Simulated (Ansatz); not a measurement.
System (SMILES): O=[P] (O-P), doublet.
Atoms: P1, O2. Bonds: P1-O2.

Basis-set convergence of the highest harmonic wavenumber at PBE with Ansatz (a quantum-chemistry and plane-wave program). Each level at its own minimum, finite differences of forces, unscaled; the reference is a large set that could be run, not a limit. All functions are spherical. The program fits the integrals of some runs and decomposes those of others, by size. Open shells are unrestricted. No added dispersion term, no relativity. Reference: the value in aug-cc-pV(Q+d)Z, 1201 cm⁻¹. Deviations are taken from unrounded values.

```json
[
 {"basis": "pcseg-0", "functions": "22"},
 {"basis": "pcseg-1", "functions": "32"},
 {"basis": "cc-pV(D+d)Z", "functions": "37"},
 {"basis": "aug-cc-pV(D+d)Z", "functions": "55"},
 {"basis": "pcseg-2", "functions": "64"},
 {"basis": "cc-pV(T+d)Z", "functions": "69"},
 {"basis": "jun-cc-pV(T+d)Z", "functions": "87"},
 {"basis": "aug-cc-pV(T+d)Z", "functions": "101"},
 {"basis": "cc-pV(Q+d)Z", "functions": "119"},
 {"basis": "pcseg-3", "functions": "124"},
 {"basis": "aug-cc-pV(Q+d)Z", "functions": "169"}
]
```

Which is the smallest set listed that can be trusted to 20 cm⁻¹ here, that is, within that of the reference together with its larger relatives (same family, alike in diffuse functions; a set with none to test it counts only in the reference's own line)?

The smallest set listed that lies within 20 cm⁻¹ of the reference with all its larger relatives (same family, alike in diffuse functions; a set with none counts only in the reference's own line) is pcseg-2 (64 functions, -5 cm⁻¹ off). Value minus reference: pcseg-0 -165, pcseg-1 -43, cc-pV(D+d)Z -44, aug-cc-pV(D+d)Z -49, pcseg-2 -5, cc-pV(T+d)Z 2, jun-cc-pV(T+d)Z -1, aug-cc-pV(T+d)Z -1, cc-pV(Q+d)Z 1, pcseg-3 0, aug-cc-pV(Q+d)Z 0 cm⁻¹.
